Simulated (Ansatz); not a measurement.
Calculated with Ansatz (gas phase, PBE0-D4/def2-TZVP geometries, no zero-point term in ΔE). CCSD(T)/CBS adds triple-zeta CCSD(T) − MP2 to the extrapolated MP2 energy (def2 sets, frozen cores). Each species was taken in one conformer, which may not be the lowest.

Reaction (substitution at a C–O bond): `COC(O)(Cl)Cl` + `O[SiH](F)S[SiH2]Cl` → `CO[SiH](F)S[SiH2]Cl` + `OC(O)(Cl)Cl`

`COC(O)(Cl)Cl`:

```xyz
10

C    -1.029   -0.919    0.198
O    -0.558    0.391    0.498
C     0.723    0.656    0.139
O     0.986    0.492   -1.191
Cl    1.002    2.352    0.640
Cl    1.897   -0.399    0.989
H    -0.882   -1.161   -0.856
H    -2.091   -0.906    0.434
H    -0.519   -1.658    0.820
H     0.471    1.152   -1.672
```

`O[SiH](F)S[SiH2]Cl`:

```xyz
10

O    -0.671   -1.670   -2.119
Si   -0.482   -0.342   -1.208
F    -1.740   -0.099   -0.259
S     1.228   -0.604    0.036
Si    0.751    0.738    1.619
Cl    0.415    2.637    0.919
H    -0.609   -2.534   -1.706
H    -0.378    0.800   -2.124
H     1.946    0.757    2.489
H    -0.459    0.317    2.353
```

`CO[SiH](F)S[SiH2]Cl`:

Z-matrix (Å, degrees):
```
C
O 1 1.414
H 1 1.093 2 111.0
H 1 1.090 2 107.8 3 119.3
H 1 1.094 2 111.1 3 -121.6
Si 2 1.614 1 127.7 3 64.5
S 6 2.132 2 109.0 1 49.5
F 6 1.594 2 110.6 1 -69.1
H 6 1.470 2 108.5 1 173.0
Si 7 2.125 6 97.6 2 165.8
Cl 10 2.051 7 111.7 6 -88.2
H 10 1.479 7 110.4 6 31.1
H 10 1.477 7 107.2 6 153.7
```

`OC(O)(Cl)Cl`:

Cartesian coordinates in Å:
```
O 1.142 -0.449 -0.104
C -0.195 -0.208 0.019
O -0.514 1.118 0.043
Cl -1.111 -0.892 -1.354
Cl -0.688 -1.024 1.530
H 1.430 -0.053 -0.937
H -0.065 1.509 0.804
```

```tsv
species	CCSD/CBS(def2) energy (Eh)
`COC(O)(Cl)Cl`	-1148.34050
`O[SiH](F)S[SiH2]Cl`	-1613.27366
`CO[SiH](F)S[SiH2]Cl`	-1652.50555
`OC(O)(Cl)Cl`	-1109.10336
```

Question: Work out ΔE.

Answer: ΔE = (-1652.50555) + (-1109.10336) − (-1148.34050) − (-1613.27366) = 0.00525 Eh = +13.8 kJ/mol. CCSD(T)/CBS gives +15.5 kJ/mol.

Largest T1 diagnostic among the species: 0.011.

In def2-TZVPP, CCSD(T) changes the Hartree–Fock value by +7.1 kJ/mol (the triples alone add +1.7 kJ/mol) and MP2 by +9.2 kJ/mol.
